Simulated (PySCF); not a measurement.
**How methods differ on the ionisation energy of Bi⁺**

Bi⁺ [Xe] 4f14 5d10 6s2 6p2 (3P) → Bi²⁺ [Xe] 4f14 5d10 6s2 6p1 (2P), as a difference of total energies. Computed with PySCF 2.14 in aug-cc-pVQZ-PP with one added diffuse shell each of s, p, d, f, g type with ECP60MDF (8s8p6d4f3g, 117 functions), with scalar relativity through the core potential. Correlated levels: valence: 5s2 5p6 5d10 frozen. The calculations carry no spin-orbit coupling.

Task: Order these methods by the ionisation energy they give, lowest first.
A. PBE
B. LC-wPBE
C. SCS-MP2 (valence)
D. UHF

Result: D (15.308 eV), C (15.553 eV), A (15.762 eV), B (15.899 eV).

Spin-orbit coupling is strong in these open shells (close to jj coupling). The scalar numbers leave it out and a first-order estimate fails, so it can dominate the gap to the real levels.

Errors of the correlated levels include the incompleteness of this basis and the frozen core.

For comparison: 16.703 eV (measured; NIST Atomic Spectra Database, ionization energies).
